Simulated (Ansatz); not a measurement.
Relaxation of BrCl2H3Sn (7 atoms, charge 0, multiplicity 1), to a largest force component of 0.03 eV/Å in at most 50 steps.

Level of theory: Ansatz 0.2.0, RHF/def2-mTZVP.

```xyz
7
Properties=species:S:1:pos:R:3:forces:R:3
Sn -0.069 -0.602 -0.349 0.12 -0.58 0.25
Cl 0.823 0.576 2.949 0.10 -1.24 0.15
H 1.348 0.279 -0.590 -0.01 0.00 0.01
H -1.423 0.115 0.351 -0.01 0.00 0.00
Cl -0.729 -1.437 -2.428 0.01 0.00 0.00
Br 0.525 -2.669 1.051 -0.17 0.47 -0.45
H 0.891 -0.749 2.991 -0.04 1.35 0.03
```

Where does it end, and by what steps?

The forces met the threshold. The force dipped under the threshold on the way, but the program's further checks kept it going. After 7 steps the energy has fallen by 0.106 eV; H7 moved furthest, 0.52 Å.

| step | energy less start (eV) | largest force component (eV/Å) | accepted |
| --- | --- | --- | --- |
| 0 | 0.0000 | 1.353 | yes |
| 1 | -0.0634 | 0.789 | yes |
| 2 | -0.0851 | 0.949 | yes |
| 3 | -0.1039 | 0.059 | yes |
| 4 | -0.1052 | 0.031 | yes |
| 5 | -0.1060 | 0.007 | yes |
| 6 | -0.1064 | 0.070 | yes |
| 7 | -0.1065 | 0.002 | yes |

```xyz
7
Properties=species:S:1:pos:R:3
Sn -0.120 -0.684 -0.477
Cl 0.915 0.660 3.202
H 1.290 0.229 -0.650
H -1.478 0.046 0.213
Cl -0.735 -1.424 -2.606
Br 0.425 -2.728 0.838
H 1.069 -0.586 3.455
```

Whether the end is a true minimum wasn't checked by a vibrational analysis.

Run time: 13 s on 4 threads of Arm Neoverse V2, with other jobs on the host, peak memory 0.35 GiB.
